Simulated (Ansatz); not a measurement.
Computed with Ansatz on PBE0-D4/def2-TZVP structures; ΔE is electronic, products minus reactants. CCSD(T)/CBS is the MP2 limit (def2-TZVPP, def2-QZVPP) plus CCSD(T) − MP2 in def2-TZVPP, frozen cores. DFT in def2-TZVPP. Elements past krypton have def2 core potentials. For Sn outer-core shells are correlated without core-valence functions, which leaves a few kJ/mol of doubt a bond. Each species was taken in one conformer, which may not be the lowest.

`C=C[O][SnH3]` → `[CH3][SnH2][CH]=O`  (isomerisation)

CCSD(T)/CBS gives +17.4 kJ/mol.

Question: Another level gave +11.2 kJ/mol. Which?
A. PBE-D4/def2-TZVPP
B. r2SCAN/def2-TZVPP
C. PBE0-D4/def2-TZVPP
D. HF/def2-TZVPP

Answer: A. PBE-D4 11.2, HF/def2-TZVPP 25.6, r2SCAN 20.3, PBE0-D4 15.8 kJ/mol.

Largest T1 diagnostic among the species: 0.015.

From PBE to PBE0 (25 % exact exchange), in def2-TZVPP and without D4, ΔE moves by +5.0 kJ/mol. In def2-TZVPP, CCSD(T) changes the Hartree–Fock value by −11.6 kJ/mol (the triples alone add −0.6 kJ/mol) and MP2 by −12.4 kJ/mol.
